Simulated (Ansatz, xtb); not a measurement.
## Relaxing a trial structure of BClSiSn

The starting geometry of this gas-phase triplet was built from a drawn formula by distance geometry; its bonds are those of `[Si]=[Sn]=[B]Cl`.

```xyz
4

B    -1.4046   -0.3272   -2.2086
Cl   -0.4059   -0.6663   -0.6775
Si   -4.1988    2.0812   -4.4426
Sn   -2.6785    0.7609   -3.2783
```

Q: Predict what it relaxes into with r2SCAN-D4/def2-SVP.

A: A new bond forms, giving a structure given below by its coordinates. Distances that change by over a tenth: B1–Sn4 (1.99 → 2.26 Å). Contacts that close: B1–Si3 (4.31 → 1.97 Å).

The energy falls by 2.68 eV over 22 steps:

| step | E − E(last) (eV) |
| --- | --- |
| 1 | 2.679 |
| 3 | 2.170 |
| 6 | 2.120 |
| 8 | 2.108 |
| 10 | 2.045 |
| 13 | 1.928 |
| 15 | 1.563 |
| 17 | 0.487 |
| 20 | 0.002 |
| 22 | 0.000 |

Final geometry (Å):

```xyz
4

B    -1.8533    0.2071   -2.5603
Cl   -0.5693   -0.7960   -1.9599
Si   -2.7795    0.8112   -4.1879
Sn   -3.4857    1.6264   -1.8990
```

From the same start GFN2-xTB reaches the same bonding as this run.

No frequencies were run, so the end isn't proven a minimum. Open shells are spin-unrestricted. The triplet needn't be the ground state. Atoms past krypton carry core potentials, without spin–orbit terms. Run with Ansatz 0.2.0, 3.6 min on 1 thread of Intel(R) Xeon(R) 6975P-C (Granite Rapids) (shared host).
